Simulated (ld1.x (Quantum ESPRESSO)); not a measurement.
**caesium, TM: configuration errors across variants**

ld1.x (Quantum ESPRESSO) 7.5 input, shortened:

```
&input
   title='Cs', zed=55., rel=2, dft='PZ', iswitch=3,
   config='[Xe] 5d0 6s1 6p0', rel_dist='average'
 /
 &inputp
   pseudotype=2, tm=.true., lloc=-1, rcloc=3.55,
   nlcc=.false.
 /
3
6S  1  0   1.00   0.00  3.35  3.35  0.0
6P  2  1   0.00   0.00  3.95  3.95  0.0
5D  3  2   0.00   0.00  3.90  3.90  0.0
 &test
   configts(1)='5d0 6s1 6p0'
 /
```

Open shells are filled in proportion to 2j + 1 (rel_dist='average').

All-electron excitation energies from the reference (eV): (1) 5d0 6s0.5 6p0 1.555; (2) 5d0 6s0 6p1 1.472; (3) 5d1 6s0 6p0 1.721; (4) 5d0.5 6s0.5 6p0 0.867.

Tests that are not counted but printed errors over 1 eV. “local potential the d channel”: 5d0 6s0 6p1 (solver errors, printed error -2.1 eV).

4 further variants failed, have other tests or another functional or relativity, and are left out.

A true bound ghost makes a file unfit for plane-wave use even where its test errors are small: the radial tests pick states by their node count and pass the ghost by. Where a test does run into it, the solver fails or the error is huge.

Errors AE − PS in meV (a dash: test not solved or not reliable):

```tsv
change	(1)	(2)	(3)	(4)	bound ghosts
base	+17	+77	+86	+25	s
wave 6s (bound): rc 3.35 bohr becomes 6s (bound): rc 3.20 bohr	+17	+75	+108	+31	s
local potential all-electron potential smoothed inside 2.52 bohr (lloc = -1)	+18	+70	+86	+25	s, p1/2, p3/2
local potential the d channel	+17	–	+85	+25	s
all radii scaled by about 0.76 (s 2.54, p 3.00, d 2.96 bohr); local potential all-electron potential smoothed inside 2.68 bohr (lloc = -1)	+20	–	+355	+118	s, p1/2, p3/2
core correction a·sin(br)/r model core inside 1.42 bohr	-6.5	-1.4	-3.1	-1.0	s
wave 6p (bound): rc 3.95 bohr becomes 6p (bound): rc 2.98 bohr	+17	+223	+86	+25	p1/2, p3/2, s
```

Task: Give the same row for: wave 5d (bound): rc 3.90 bohr becomes 5d (bound): rc 4.94 bohr.

Result: +17, +77, +83, +24; bound ghosts: s.
